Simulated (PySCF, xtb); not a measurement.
Te(NH2)(OSiH3) (H5NOSiTe), SMILES O([SiH3])[Te]N. Other conformers were not sampled.

Harmonic wavenumbers (cm⁻¹) from GFN2-xTB (xtb) at its own minimum, in rising order: 40, 103, 124, 193, 203, 405, 503, 608, 639, 681, 740, 796, 823, 859, 918, 1490, 2207, 2253, 2297, 3407, 3443.

Problem. What does PySCF 2.14.0 with PBE-D3(BJ)/def2-SVP give at its own minimum? (The exact figures need the calculation; the answer reports its results.)

Solution. 58, 101, 129, 194, 431, 455, 477, 667, 691, 699, 853, 878, 900, 912, 953, 1485, 2124, 2146, 2174, 3434, 3550. Paired by order, the mean absolute difference is 61 cm⁻¹ and the zero-point energies are 32.5 and 33.3 kcal/mol.
